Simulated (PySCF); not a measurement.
N$_{2}$, singlet, at the geometry optimised at the base level; HF/cc-pVDZ, frequencies (PySCF).

Input for PySCF:
```python
from pyscf import gto, scf
from pyscf.hessian import thermo

mol = gto.Mole()
mol.atom = '''
    N    -0.00000000   -0.00000000   -0.53675650
    N     0.00000000    0.00000000    0.53675650
'''
mol.basis = 'cc-pvdz'
mol.verbose = 3
mol.build()

mf = scf.RHF(mol)
mf.kernel()
hess = mf.Hessian().kernel()
freq = thermo.harmonic_analysis(mf.mol, hess)
print('frequencies / cm-1', freq['freq_wavenumber'].round(1))
th = thermo.thermo(mf, freq['freq_au'], 298.15, 101325)
thermo.dump_thermo(mf.mol, th)
```

What does PySCF print? Leave out banner, timings and long lists.


```
converged SCF energy = -108.955506697931
frequencies / cm-1 [2793.5]
temperature 298.1500 [K]
pressure 101325.00 [Pa]
Rotational constants [GHz] inf 62.61631 62.61631
Symmetry number 2
Zero-point energy (ZPE) 0.00636 [Eh]   16708.544 [J/mol]
                           tot       elec      trans        rot        vib
Entropy [J/mol/K]       191.086      0.000    150.310     40.775      0.000
Cv [J/mol/K]             20.788      0.000     12.472      8.314      0.002
Cp [J/mol/K]             29.103      0.000     20.786      8.314      0.002
Internal energy [J/mol]                      3718.434   2478.956  16708.591
Internal energy [Eh]   -108.94678  -108.95551
Enthalpy [J/mol]                             6197.391   2478.956  16708.591
Enthalpy [Eh]          -108.94584
Gibbs free energy [J/mol]                  -38617.619  -9678.181  16708.541
Gibbs free energy [Eh] -108.96754
```
